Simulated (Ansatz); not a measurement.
Consider the formal exchange of groups at the Al–N bond: `CC(C)[NH][AlH2]` + `O[SiH2]O` → `O[SiH](O)[AlH2]` + `CC(C)N`.

Computed with Ansatz on PBE0-D4/def2-TZVP structures; ΔE is electronic, products minus reactants. CBS: MP2 limit from def2 TZ/QZ plus the TZ coupled-cluster correction, frozen cores. DFT in def2-TZVPP. Each species was taken in one conformer, which may not be the lowest.

```tsv
level	ΔE (kJ/mol)
CAM-B3LYP-D4	131.0
revPBE	101.4
PBE0	109.7
CCSD/def2-TZVPP	128.4
```

What does CCSD(T)/CBS give? (An estimate is asked.)

The calculation gave: +126.1 kJ/mol. The listed levels differ from it by 4.9, -24.7, -16.4, 2.3 kJ/mol.

Largest T1 diagnostic among the species: 0.013.

From BLYP to BHLYP (50 % exact exchange), in def2-TZVPP and without D4, ΔE moves by +10.0 kJ/mol. Leaving LDA and LC-ωPBE aside and taking each functional with its dispersion term where it has one, the values, not all of them listed here, spread over 24.5 kJ/mol, from PBE-D4 to CAM-B3LYP-D4. LDA lies +9.1 kJ/mol from PBE without D4. At CCSD(T), def2-SVP lies +12.3 kJ/mol from the extrapolated value and def2-TZVPP +2.2 kJ/mol.
